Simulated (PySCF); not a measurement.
**Bond length, frequency and bond energy of GaGe by level of theory**

State: ⁴Σ⁻ (quartet), unpaired electrons σ ↑, π ↑↑. Set-up: PySCF, scalar-relativistic core potentials, basis sets Ga cc-pVDZ-PP with ECP10, Ge cc-pVDZ-PP with ECP10. De refers to Ga + Ge in their high-spin ground configurations, without counterpoise correction. The functionals are run spin-unrestricted. A positive dipole means Ga(−)Ge(+).

| Level | Re (Å) | ωe (cm⁻¹) | De (eV) | μ (D) | CPU s a point (SCF and correlation, without the integrals) |
| --- | --- | --- | --- | --- | --- |
| UHF | 2.554 | 200 | 1.44 | -2.26 | 0.14 |
| UHF-MP2 | 2.487 | 227 | 2.15 | n/a | 0.27 |
| UHF-SCS-MP2 | 2.494 | 223 | 1.92 | n/a | n/a |
| UHF-CCSD | 2.514 | 219 | 2.00 | n/a | n/a |
| UHF-CCSD(T) | 2.510 | 220 | 2.10 | n/a | 8.7 |
| LDA | 2.457 | 223 | 2.94 | -0.86 | 0.55 |
| PBE | 2.515 | 208 | 2.50 | -1.06 | 0.79 |
| revPBE | 2.533 | 203 | 2.33 | -1.14 | 0.59 |
| r²SCAN | 2.473 | 219 | 2.51 | -1.18 | 1.2 |
| PBE0 | 2.488 | 218 | 2.36 | -1.31 | 1.4 |
| M06-2X | 2.516 | 217 | 2.19 | -1.62 | 1.3 |
| LC-ωPBE | 2.451 | 230 | 2.07 | -1.63 | 1.6 |

The bond length runs from 2.451 Å (LC-ωPBE) to 2.554 Å (UHF). De spans 1.44 eV (UHF, mean field) to 2.94 eV (LDA, local density). Correlation at CCSD(T) changes the Hartree–Fock bond energy by +0.66 eV; the triples alone change it by +0.10 eV.

Correlated steps freeze 8 core orbitals. Correlated levels converge slowly with the basis: in double zeta they bind strong bonds too weakly, by up to about 1 eV, and carry superposition errors of some tenths. Spin–orbit coupling is left out. The state is the lowest determinant that a PBE0 search found; another state may lie lower at other levels.

The whole job (state search and all levels along the bond) took about 3.7 min on 1 thread of Arm Neoverse N1 (shared host), peak memory 0.53 GiB.
